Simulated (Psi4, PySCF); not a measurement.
H3ClSi, triplet, at the geometry of the source list (a higher spin typed on purpose: for a closed-shell molecule this is an excited state), atoms displaced at random by about 0.03 Å a coordinate. Base run: TPSS/6-31G, gradient (PySCF).

Input for PySCF:
```python
from pyscf import gto, scf, dft

mol = gto.M(
    atom='''
Si   -0.13790798   -0.01965152   -0.05365186
Cl    1.87086248    0.04076391    0.08945190
H    -0.53291652   -0.93169756   -1.03903818
H    -0.64408130    1.30832764   -0.35764346
H    -0.59623331   -0.38792300    1.33164912
''',
    basis='6-31g',
    spin=2,
    verbose=3,
)

mf = dft.UKS(mol)
mf.xc = 'tpss'
mf.kernel()
g = mf.nuc_grad_method()
grad = g.kernel()
```

Programs used: Psi4, PySCF; a row that names a program was run with it.

The coordinate followed is z of atom 2.

Each row names what was changed in the base input (with any setting that the change needs).

| change | dE/dx (Eh/bohr) | net force (Eh/bohr) |
|---|---|---|
| base | -0.017803 | 0.000008 |
| density fitting = on; auxbasis_response = off | -0.017736 | 0.000667 |
| grids.level = 5; grid_response = on | -0.017806 | 0.000000 |
| grids.level = 1; grid_response = on | -0.017790 | 0.000000 |
| conv_tol = 1e-6 | -0.017798 | 0.000008 |
| code = psi4 | -0.017818 | 0.000090 |
| finite difference step (bohr) = 0.05; conv_tol = 1e-11 | -0.017790 | - |
| conv_tol = 1e-4 | -0.017932 | 0.000008 |
| finite difference step (bohr) = 1e-4; conv_tol = 1e-11 | -0.017805 | - |
| grids.level = 1; grid_response = off | -0.017815 | 0.000175 |
| grids.level = 5; grid_response = off | -0.017806 | 0.000002 |
| finite difference step (bohr) = 0.2; conv_tol = 1e-11 | -0.017570 | - |

The net force is zero for an exact gradient.

Open shells are given as the SCF converged; they aren't shown to be the lowest states, and a large step between rows can be another state.
